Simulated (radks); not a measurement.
Results of a calculation; reference values are marked as such.
Os32+, configuration [Kr] 4d8. Level of theory: scalar-relativistic Kohn-Sham, OLYP, spin-polarised, spherical densities, point nucleus; open shells are filled with parallel spins first (spin-orbit coupling, left out, can overturn this in heavy ions) (a radial shooting solver on a logarithmic mesh with Libxc functionals).

Radial electron density D(r) = 4 pi r^2 rho(r):

```
   r/bohr * D(r) (the largest magnitude, 141, reaches the edge; | marks zero)
 0.000973 |  *
 0.001115 |   *
 0.001267 |    *
  0.00144 |     *
 0.001637 |      *
  0.00186 |       *
 0.002114 |         *
 0.002403 |           *
 0.002731 |             *
 0.003129 |               *
 0.003556 |                  *
 0.004042 |                     *
 0.004593 |                        *
 0.005221 |                           *
 0.005934 |                              *
 0.006744 |                                 *
 0.007665 |                                   *
 0.008781 |                                     *
 0.009981 |                                       *
  0.01134 |                                        *
  0.01289 |                                        *
  0.01465 |                                       *
  0.01665 |                                      *
  0.01893 |                                    *
  0.02151 |                                   *
  0.02465 |                                   *
  0.02801 |                                     *
  0.03184 |                                        *
  0.03618 |                                            *
  0.04113 |                                                *
  0.04674 |                                                    *
  0.05312 |                                                      *
  0.06038 |                                                     *
  0.06917 |                                                  *
  0.07862 |                                              *
  0.08936 |                                          *
   0.1016 |                                          *
   0.1154 |                                            *
   0.1312 |                                               *
   0.1491 |                                                 *
   0.1695 |                                              *
   0.1942 |                                      *
   0.2207 |                             *
   0.2508 |                      *
    0.285 |                   *
    0.324 |                   *
   0.3682 |                     *
   0.4185 |                    *
   0.4756 |                *
   0.5449 |          *
   0.6193 |     *
   0.7039 | *
      0.8 |*
   0.9093 *
    1.033 *
    1.175 *
    1.335 *
```

D(r) has 4 maxima, at r = 0.0119, 0.0549, 0.148, 0.380 bohr, and minima at 0.0229, 0.0984, 0.294 bohr, inside which lie 1.89, 11.11, 29.14 electrons.
